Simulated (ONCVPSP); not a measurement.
# Building the ONCV potential for Ne (Z = 10) (PBE, scalar-relativistic).

ONCVPSP 4.0.1 input, shortened (lines: element, Z, core and valence counts, functional; n l f; lmax; l rc ep ncon nbas qcut; lloc lpopt rc5 dvloc0; l nproj debl; icmod fcfact rcfact), PBE, scalar-relativistic:

```
  Ne 10.00    1    2        4      upf
    1    0    2.00
    2    0    2.00
    2    1    6.00
    2
    0    0.70    0.00    3    7   12.00
    1    0.85    0.00    5    8   13.40
    2    0.65    0.10    4    8   14.20
    4    5    0.60    4.00
    0    2    2.00
    1    3    3.60
    2    2    1.70
    2    0.70    1.00
```

All-electron outer shells of the reference configuration (PBE, scalar-relativistic, ld1.x):

```tsv
shell	level (eV)	outermost node (bohr)	outermost maximum (bohr)
1s	-830.80	–	0.10
2s	-36.40	0.22	0.68
2p	-13.33	–	0.62
```

**Question.** Estimate the cutoffs (Ha) at which the residual kinetic energy of the hardest occupied pseudo-wave falls to 1 and 0.1 mHa per electron.

**Answer.** 83 Ha and 205 Ha.

**Question.** What does a ghost test show?

**Answer.** No bound ghost flagged; no localised positive-energy state flagged.

**Question.** Which valence shell sets the plane-wave cutoff?

**Answer.** 2p: 83 Ha for 1 mHa per electron, against 61 Ha for 2s.

**Question.** Tests: 2s2 2p5; 2s2 2p4; 2s2 2p3; 2s2 2p5.5. Which has the largest error in its energy relative to the reference configuration, and how large is it?

**Answer.** 2s2 2p3, with +104 meV (all-electron minus pseudo) on +133.17 eV.
